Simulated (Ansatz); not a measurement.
Si₇⁻. The state is a doublet with charge -1. Geometry r2SCAN-D4/def2-SVP, that of the neutral singlet; atoms count from 1.

```xyz
7

Si    1.011   -1.468    1.157
Si    1.585    0.961    1.040
Si   -1.605    0.313   -1.358
Si   -0.776    0.230    0.970
Si   -0.960   -1.868   -0.324
Si    0.775   -0.230   -0.970
Si   -0.032    2.062   -0.515
```

The structure comes from a short search, and lower isomers may exist.

Estimate the Mulliken populations from the PBE0/def2-TZVPD orbitals of Ansatz.


```csv
atom,charge (e),spin (α − β)
Si1,-0.22,0.15
Si2,-0.22,0.15
Si3,-0.22,0.15
Si4,0.05,0.13
Si5,-0.22,0.15
Si6,0.05,0.13
Si7,-0.22,0.15
```
Mulliken values depend strongly on the basis. With diffuse functions, as here, like atoms can get unlike values, and bond orders can come out too low or too high.

Where does the spin sit?

Summed by element: Si 1.00, of 1 unpaired in all. Largest on single atoms: Si5 0.15, Si2 0.15, Si3 0.15.

And the Mayer bond orders between heavy atoms (over 0.3)?

Si1–Si2 0.66 (2.50 Å); Si1–Si4 0.49 (2.47 Å); Si1–Si5 0.66 (2.50 Å); Si1–Si6 0.49 (2.47 Å); Si2–Si4 0.48 (2.47 Å); Si2–Si6 0.49 (2.47 Å); Si2–Si7 0.66 (2.50 Å); Si3–Si4 0.49 (2.47 Å); Si3–Si5 0.66 (2.50 Å); Si3–Si6 0.49 (2.47 Å); Si3–Si7 0.66 (2.50 Å); Si4–Si5 0.49 (2.47 Å); Si4–Si6 0.47 (2.53 Å); Si4–Si7 0.49 (2.47 Å); Si5–Si6 0.49 (2.47 Å); Si6–Si7 0.49 (2.47 Å).
